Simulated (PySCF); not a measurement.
Dy⁺: ionisation energy

Dy⁺ [Xe] 4f10 6s1 (high-spin determinant) → Dy²⁺ [Xe] 4f10 (high-spin determinant), as a difference of total energies. Computed with PySCF 2.14 in cc-pVDZ-X2C, with the spin-free X2C one-electron Hamiltonian (Gaussian nucleus). Correlated levels: valence: [Kr] 4d10 frozen. The calculations carry no spin-orbit coupling.

```tsv
method	ionisation energy (eV)	difference from reference (eV)
UHF	10.802	-0.845
MP2 (valence)	11.531	-0.116
SCS-MP2 (valence)	11.372	-0.275
CCSD (valence)	11.406	-0.241
CCSD(T) (valence)	11.483	-0.164
```

Reference: 11.647 ± 0.02 eV (semi-empirical (NIST evaluation); NIST Atomic Spectra Database, ionization energies).

Errors of the correlated levels include the incompleteness of this basis and the frozen core.

The determinant of Dy⁺ and of Dy²⁺ mixes LS terms, which raises its energy above the lowest term, most at the Hartree-Fock and MP2 levels.
